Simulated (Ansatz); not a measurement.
Cl$_{2}$OTi, triplet, geometry from GFN2-xTB (such geometries of metal compounds can be far from the true shape) (the multiplicity is a formal guess); SC-NEVPT2/STO-3G, CASSCF(6,7) in Ansatz (an electronic-structure program).

The Ansatz input:
Ansatz 0.2 input:
```yaml
crystal:
  periodic: [false, false, false]
  atoms:
    - {symbol: Ti, position_ang: [-0.25393257, 0.19354860, -0.18169691]}
    - {symbol: Cl, position_ang: [1.67846960, -0.12938756, -1.04236339]}
    - {symbol: Cl, position_ang: [-0.69301964, -0.62172704, 1.74748449]}
    - {symbol: O, position_ang: [-1.39576661, 1.06385988, -0.99871585]}
basis:
  gaussian:
    orbitals: STO-3G
correlation: {method: sc_nevpt2, electrons: all, active_space: {window: {electrons: 6, orbitals: 7}}}
magnetization: {spin_polarized: false, initial_magnetization: 2}
```

What the program printed (banner, timings and long lists left out):

```
Functional definition: HF
510 factors; integrals over basis functions are off by at most 1.3e-4 eV
mean field evaluation 1: about -49601.1147 eV, gradient 3.1e1 eV
mean field evaluation 2: about -49601.1601 eV, gradient 3.1e1 eV
mean field evaluation 4: about -49606.2056 eV, gradient 1.9e0 eV
mean field evaluation 8: about -49606.2625 eV, gradient 5.0e-2 eV
mean field evaluation 16: about -49598.5327 eV, gradient 8.5e-1 eV
mean field evaluation 32: about -49604.1651 eV, gradient 1.2e-6 eV
mean field evaluation 64: about -49606.2054 eV, gradient 4.0e-2 eV
mean field evaluation 96: about -49604.3462 eV, gradient 1.2e0 eV
mean field evaluation 128: about -49598.7048 eV, gradient 2.8e0 eV
mean field evaluation 160: about -49606.2598 eV, gradient 4.6e-2 eV
mean field evaluation 192: about -49606.2036 eV, gradient 2.2e-1 eV
mean field evaluation 224: about -49606.2105 eV, gradient 3.1e-1 eV
mean field evaluation 256: about -49606.1675 eV, gradient 1.9e0 eV
mean field -49606.26150351 eV, -1822.9964859223 hartree, gradient 2.0e-6 eV, S^2 2.000000; 18 other end points of the search recorded, 0 dependent functions left out
reference -49606.26150351 eV, -1822.9964859223 hartree; 33, 31 occupied and 8, 10 virtual orbitals, 510 factors
state -49607.44300736 eV, -1823.0399053878 hartree
state -49607.44300736 eV, -1823.0399053878 hartree; corrected -49609.92028302 eV, -1823.1309435894 hartree
state -49606.61813929 eV, -1823.0095920454 hartree
state -49606.61813929 eV, -1823.0095920454 hartree; corrected -49609.90686526 eV, -1823.1304504956 hartree
state -49607.44300736 eV, -1823.0399053878 hartree; corrected -49609.92028302 eV, -1823.1309435894 hartree
state -49606.85829819 eV, -1823.0184177223 hartree
state -49606.85829819 eV, -1823.0184177223 hartree; corrected -49609.78244357 eV, -1823.1258780829 hartree
state -49607.44300736 eV, -1823.0399053878 hartree; corrected -49609.92028302 eV, -1823.1309435894 hartree
Total energy: -49609.92028302 eV, -1823.1309435894 hartree
```
